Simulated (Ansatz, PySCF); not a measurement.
Gas-phase reaction (SMILES): O[Si](O)(O)F + N (NH3) → N[Si](O)(O)O + F (HF); ammonia cleaves one Si-F bond, a model of a ligand-exchange step.

Structures are relaxed separately at B3LYP-D3(BJ)/def2-TZVP in Ansatz (a first-principles code), one conformer each, not searched for the lowest. Correlated levels leave the core frozen unless marked. No spin-orbit coupling. No relativistic terms. CBS marks a two-point X^-3 extrapolation of the correlation energy; Hartree-Fock from the larger set. Thermal terms are rigid-rotor harmonic-oscillator values from B3LYP-D3(BJ) frequencies (Ansatz or PySCF) at 298.15 K and 1 atm. 1 Eh = 627.5095 kcal/mol.

```tsv
species	E, CCSD(T)/CBS(aug-cc-pV(T+d)Z,aug-cc-pV(Q+d)Z) (Ansatz) (Eh)	E, wB97X-V/def2-TZVPD (Ansatz) (Eh)	H - E (Eh)
O[Si](O)(O)F	-616.43143	-617.05683	0.05355
N (NH3)	-56.50411	-56.56167	0.03799
N[Si](O)(O)O	-572.50811	-573.12814	0.07786
F (HF)	-100.39216	-100.45520	0.01259
```

Question: Work out ΔE and ΔH at 298.15 K at the first level, then ΔH at the second.

Answer: 
1. ΔE = [(-572.50811) + (-100.39216)] - [(-616.43143) + (-56.50411)] = 0.03527 Eh = 22.1 kcal/mol at CCSD(T)/CBS(aug-cc-pV(T+d)Z,aug-cc-pV(Q+d)Z).
2. The terms H - E add up to -0.00109 Eh, so ΔH = (0.03527 + (-0.00109))×627.5095 = 21.4 kcal/mol.
3. At wB97X-V/def2-TZVPD the same steps give ΔE = 22.1 and ΔH = 21.4 kcal/mol, a shift of +0.0 from the first level.
4. These values are not checked against measurement here, since the tables used lack a sound gas-phase enthalpy of formation for at least one species.
